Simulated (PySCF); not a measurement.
# Two-component Hartree-Fock for Au²⁺ (gold, charge +2)

Start: [Xe] 4f14 5d8 6s1; 5d3/2 filled at m_j = -1/2, +1/2, +3/2; 5d5/2 filled at m_j = -3/2, -1/2, +1/2, +3/2, +5/2; 6s1/2 filled at m_j = +1/2. Calculated with PySCF 2.14 in x2c-SVPall-2c with one added diffuse shell each of s, d type (8s9p10d2f, 99 functions): generalised Hartree-Fock with the X2C-1e Hamiltonian and a Gaussian nucleus; one run each with spin-orbit coupling (SO) switched off, then screened by Boettger's factors. This is a chosen level, not necessarily the ground level.

| spinor shell | electrons | ε, spin-free (eV) | ε, screened SO (eV) | weight of nominal j (screened SO) | rms radius, screened SO (bohr) |
| --- | --- | --- | --- | --- | --- |
| 1s1/2 | 2 | -81198.3 | -81167.3 | 1.000 | 0.0191 |
| 2s1/2 | 2 | -14500.9 | -14491.0 | 1.000 | 0.0769 |
| 2p1/2 | 2 | -12552.7 | -13874.6 | 1.000 | 0.0651 |
| 2p3/2 | 4 | -12552.7 | -12033.0 | 1.000 | 0.0731 |
| 3s1/2 | 2 | -3511.7 | -3508.4 | 1.000 | 0.196 |
| 3p1/2 | 2 | -2937.6 | -3232.0 | 1.000 | 0.188 |
| 3p3/2 | 4 | -2937.6 | -2819.3 | 1.000 | 0.204 |
| 3d3/2 | 4 | -2314.0 | -2364.3 | 1.000 | 0.180 |
| 3d5/2 | 6 | -2314.0 | -2277.1 | 1.000 | 0.183 |
| 4s1/2 | 2 | -819.93 | -818.79 | 1.000 | 0.432 |
| 4p1/2 | 2 | -628.38 | -699.60 | 1.000 | 0.438 |
| 4p3/2 | 4 | -628.38 | -599.36 | 1.000 | 0.471 |
| 4d3/2 | 4 | -393.21 | -403.85 | 1.000 | 0.486 |
| 4d5/2 | 6 | -393.21 | -384.84 | 1.000 | 0.496 |
| 5s1/2 | 2 | -153.65 | -153.38 | 1.000 | 0.995 |
| 4f5/2 | 6 | -130.19 | -131.82 | 0.998 | 0.544 |
| 4f7/2 | 8 | -130.19 | -127.90 | 0.998 | 0.545 |
| 5p1/2 | 2 | -99.687 | -112.27 | 0.994 | 1.13 |
| 5p3/2 | 4 | -99.687 | -94.207 | 0.997 | 1.16 |
| 5d5/2 | 5 | -37.378 | -36.849 | 0.729 | 1.57 |
| 5d3/2 | 3 | -37.378 | -38.341 | 0.855 | 1.54 |
| 6s1/2 | 1 | -27.500 | -27.476 | 1.000 | 2.60 |

```tsv
quantity	spin-free	screened SO
E (hartree)	-18995.34604	-19024.52146
M_J	9/2	9/2
⟨J²⟩	24.755	24.756
⟨L²⟩	12.004	12.395
⟨S²⟩	3.751	3.788
```

Each row is a mean over spinors that exchange with the open shell spreads, by up to 7.454 eV (5p3/2).

Rows whose weight is well below 1 are mixtures of j = l ± 1/2: exchange outweighs spin-orbit coupling there, and the label is only the starting occupation.

Breit and QED terms are absent; they matter most for the inner s and p1/2 levels.

Densities and radii are taken from the X2C orbitals without a picture-change correction, which distorts them close to the nucleus.

Without spin-orbit coupling the j labels of p, d and f shells carry no meaning; the spin-free column gives the mean over the occupied spinors of each nl shell.
